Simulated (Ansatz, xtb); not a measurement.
C5H5NOS: 7 structures ranked

7 gas-phase structures of C5H5NOS, from a drawn sample of its isomers (lower ones may exist). Each was relaxed with GFN2-xTB; where two conformers were screened, the lower at r2SCAN-D4/def2-SVP is listed:

A. `CC(=O)c1cnsc1`, a singlet
B. `NC1=CC(=S)C=CO1`, a singlet
C. `CC1=CC(=O)NC1=S`, a singlet
D. `C=Nc1cc(O)cs1`, a singlet
E. `CC(=O)c1nccs1`, a singlet
F. `CC(=S)c1ncco1`, a singlet
G. `Nc1ccc(C=O)s1`, a singlet

Task: Which do you expect lowest at r2SCAN-D4/def2-SVP, and how would the others follow?

Result: Calculated order at r2SCAN-D4/def2-SVP: C (0.0), E (11.4), G (15.2), B (20.3), A (20.3), F (26.8), D (37.6) kcal/mol. Less than 1 kcal/mol parts B and A, so the order within that pair means little.

Energies above the lowest of each column, in kcal/mol; the last columns are at PBE-D3(BJ)/def2-SVP geometries and were run for some of them only (a dash: not run or not comparable):

```json
{"structure": "C", "GFN2-xTB": "0.0", "HF/STO-3G": "8.6", "r2SCAN-D4/def2-SVP": "0.0", "PBE-D3(BJ)/def2-SVP": "0.0", "CCSD(T)/def2-SVP + ΔMP2/def2-TZVPP": "0.0"}
{"structure": "E", "GFN2-xTB": "10.2", "HF/STO-3G": "0.0", "r2SCAN-D4/def2-SVP": "11.4", "PBE-D3(BJ)/def2-SVP": "10.4", "CCSD(T)/def2-SVP + ΔMP2/def2-TZVPP": "5.5"}
{"structure": "G", "GFN2-xTB": "21.5", "HF/STO-3G": "17.5", "r2SCAN-D4/def2-SVP": "15.2", "PBE-D3(BJ)/def2-SVP": "14.5", "CCSD(T)/def2-SVP + ΔMP2/def2-TZVPP": "13.0"}
{"structure": "B", "GFN2-xTB": "13.5", "HF/STO-3G": "31.1", "r2SCAN-D4/def2-SVP": "20.3", "PBE-D3(BJ)/def2-SVP": "–", "CCSD(T)/def2-SVP + ΔMP2/def2-TZVPP": "–"}
{"structure": "A", "GFN2-xTB": "14.0", "HF/STO-3G": "5.5", "r2SCAN-D4/def2-SVP": "20.3", "PBE-D3(BJ)/def2-SVP": "–", "CCSD(T)/def2-SVP + ΔMP2/def2-TZVPP": "–"}
{"structure": "F", "GFN2-xTB": "9.8", "HF/STO-3G": "13.2", "r2SCAN-D4/def2-SVP": "26.8", "PBE-D3(BJ)/def2-SVP": "–", "CCSD(T)/def2-SVP + ΔMP2/def2-TZVPP": "–"}
{"structure": "D", "GFN2-xTB": "23.9", "HF/STO-3G": "31.9", "r2SCAN-D4/def2-SVP": "37.6", "PBE-D3(BJ)/def2-SVP": "–", "CCSD(T)/def2-SVP + ΔMP2/def2-TZVPP": "–"}
```

CCSD(T)/def2-SVP + ΔMP2/def2-TZVPP puts C lowest of those it was run on; HF/STO-3G picks E. Flexible structures stand in one conformer each, not always the lowest. Frequencies (GFN2-xTB) were run for C, E, G alone. The ΔMP2 step shifts differences by up to 5.6 kcal/mol, which makes them less sure. ΔMP2 is the change of the MP2 energy from the smaller to the larger basis.

Over these structures GFN2-xTB departs from r2SCAN-D4/def2-SVP by 6.2 kcal/mol on average once a common shift is removed. A GFN2-xTB relaxation took about 0.075 s and the r2SCAN-D4/def2-SVP energy about 2.3 s on a shared host (Ansatz 0.2.0, xtb 6.7.1).
